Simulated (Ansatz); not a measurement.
Ansatz (an electronic-structure program) input (CCSD(T)/aug-cc-pVDZ):

Ansatz 0.2 input:
```yaml
crystal:
  periodic: [false, false, false]
  atoms:
    - {symbol: B, position_ang: [1.30897228, 0.50206557, -0.07846381]}
    - {symbol: O, position_ang: [0.28085454, -0.14117792, 0.44284922]}
    - {symbol: C, position_ang: [-1.01372544, -0.26060075, -0.17603904]}
    - {symbol: H, position_ang: [1.30147784, 1.07310221, -1.13794350]}
    - {symbol: H, position_ang: [-1.22773705, -1.31935240, -0.31373889]}
    - {symbol: H, position_ang: [-1.75232109, 0.17476259, 0.49526752]}
    - {symbol: H, position_ang: [-1.03076479, 0.25418756, -1.13782560]}
basis:
  gaussian:
    orbitals: aug-cc-pVDZ
magnetization: {spin_polarized: true, initial_magnetization: 1}
correlation: {method: ccsd_t, electrons: outside_noble_gas}
output: {forces: true}
```

Output:

```
Functional definition: HF
integrals: 0.24 GiB planned
1021 factors; integrals over basis functions are off by at most 8.9e-4 eV
mean field: 0.27 GiB planned
mean field evaluation 1: about -3798.7861 eV, gradient 2.3e1 eV
mean field evaluation 2: about -3798.7866 eV, gradient 2.3e1 eV
mean field evaluation 4: about -3801.8902 eV, gradient 3.3e0 eV
mean field evaluation 8: about -3802.0245 eV, gradient 2.4e-1 eV
mean field evaluation 16: about -3802.0056 eV, gradient 9.9e-1 eV
mean field evaluation 32: about -3799.1704 eV, gradient 2.1e-3 eV
mean field -3802.02599787 eV, -139.7218783161 hartree, gradient 3.0e-6 eV, S^2 0.754718; 1 other end points of the search recorded, 0 dependent functions left out
determinant -3802.02599787 eV, -139.7218783161 hartree, with singles and doubles -3814.06892119 eV, -140.1644475849 hartree
determinant -3799.17036272 eV, -139.6169356596 hartree, with singles and doubles -3811.31014533 eV, -140.0630644420 hartree
3 core orbitals not correlated
reference -3802.02599787 eV, -139.7218783161 hartree; 9, 8 occupied and 93, 94 virtual orbitals, 1021 factors
densities: 1.68 GiB planned
second order -11.17879114 eV of doubles, -0.00000000 eV of singles
coupled cluster: 0.97 GiB planned
cycle   1  -12.00240000 eV  change   -3.9e-1 eV  update   2.5e-2
cycle   2  -12.02536294 eV  change   -2.3e-2 eV  update   6.5e-3
cycle   3  -12.02692372 eV  change   -1.6e-3 eV  update   3.6e-3
cycle   4  -12.02852965 eV  change   -1.6e-3 eV  update   1.2e-3
cycle   5  -12.02880374 eV  change   -2.7e-4 eV  update   5.4e-4
cycle   6  -12.02890062 eV  change   -9.7e-5 eV  update   2.2e-4
cycle   7  -12.02896721 eV  change   -6.7e-5 eV  update   8.7e-5
cycle   8  -12.02899181 eV  change   -2.5e-5 eV  update   3.5e-5
cycle   9  -12.02900084 eV  change   -9.0e-6 eV  update   1.4e-5
cycle  10  -12.02899964 eV  change    1.2e-6 eV  update   5.6e-6
cycle  11  -12.02899873 eV  change    9.1e-7 eV  update   2.1e-6
cycle  12  -12.02899881 eV  change   -8.2e-8 eV  update   7.8e-7
perturbative correction -0.37148389 eV, -0.0136517812 hartree
the calculation of the forces begins
Total energy: -3814.42648058 eV, -140.1775876501 hartree
Atom 0 at     1.308972     0.502066    -0.078464 Å, force     0.854969     0.412935    -0.208243 eV/Å
Atom 1 at     0.280855    -0.141178     0.442849 Å, force    -0.507312    -0.615974     0.808657 eV/Å
Atom 2 at    -1.013725    -0.260601    -0.176039 Å, force     0.055103     0.062971    -0.080568 eV/Å
Atom 3 at     1.301478     1.073102    -1.137943 Å, force    -0.024997     0.169717    -0.329652 eV/Å
Atom 4 at    -1.227737    -1.319352    -0.313739 Å, force    -0.074460    -0.454368    -0.056880 eV/Å
Atom 5 at    -1.752321     0.174763     0.495268 Å, force    -0.302019     0.193763     0.294059 eV/Å
Atom 6 at    -1.030765     0.254188    -1.137826 Å, force    -0.001284     0.230956    -0.427374 eV/Å
Dipole moment:    -0.467697    -0.055102    -0.201503 e Å
```

It need not be the lowest isomer of its formula.
